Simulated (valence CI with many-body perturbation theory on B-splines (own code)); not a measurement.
Values are calculated unless marked as measured or tabulated.
**Os36+ in three bases**

Method: relativistic CI+MBPT: four valence electrons over a frozen Dirac-Fock core [Kr], a basis of 7 s, 7 p, 8 d, 6 f, 4 g, 1 h functions for each j, with the one-electron correlation potential Σ1, the two-electron term Σ2, the three-electron term Σ3, Breit, model QED; selected CI, second order for the rest, scaled by the run's own slope (own B-spline code, finite nucleus).

The last digits are not significant, and no measured levels were compared; by estimate large intervals hold to a few tenths of a per cent, small ones and those within an open d or f shell to about a per cent. Only levels of the ground parity were solved; by the run's estimate the other parity begins above the list, which can be wrong where configurations are misplaced.

The reference run has the lowest level (4d3/2^4) J=0 and an ionisation energy of 1607.01 eV. Its largest variational space holds 18737 state functions.

Levels are named by their leading jj configuration (3d3/2^4 stands for four electrons in 3d with j = 3/2), which in mixed levels can hold well under half, so a name can repeat and another be missing. Letters in brackets count levels of one name in rising energy.

Changed runs:
A. basis 6 s, 6 p, 5 d, 5 f, 1 g
B. basis 5 s, 5 p, 4 d, 4 f

Excitation energies of the reference run in cm⁻¹, and shifts in cm⁻¹:

```csv
Level,Reference,A,B
(4d3/2^3 4d5/2) J=1,138386,-237,-505
(4d3/2^3 4d5/2) J=4,179902,-21,+255
(4d3/2^3 4d5/2) J=2,183068,-151,+84
(4d3/2^3 4d5/2) J=3,194728,-90,+307
(4d3/2^2 4d5/2^2) J=0 [a],306415,-226,-503
(4d3/2^2 4d5/2^2) J=2 [a],310860,-199,-20
(4d3/2^2 4d5/2^2) J=4 [a],317077,-230,-259
(4d3/2^2 4d5/2^2) J=3 [a],321240,-256,-157
(4d3/2^2 4d5/2^2) J=5,337102,-124,+221
(4d3/2^2 4d5/2^2) J=1,347968,-123,+379
(4d3/2^2 4d5/2^2) J=6,348799,-47,+457
(4d3/2^2 4d5/2^2) J=3 [b],361428,-66,+741
Ionisation energy (eV),1607.01,-0.07,-0.15
```
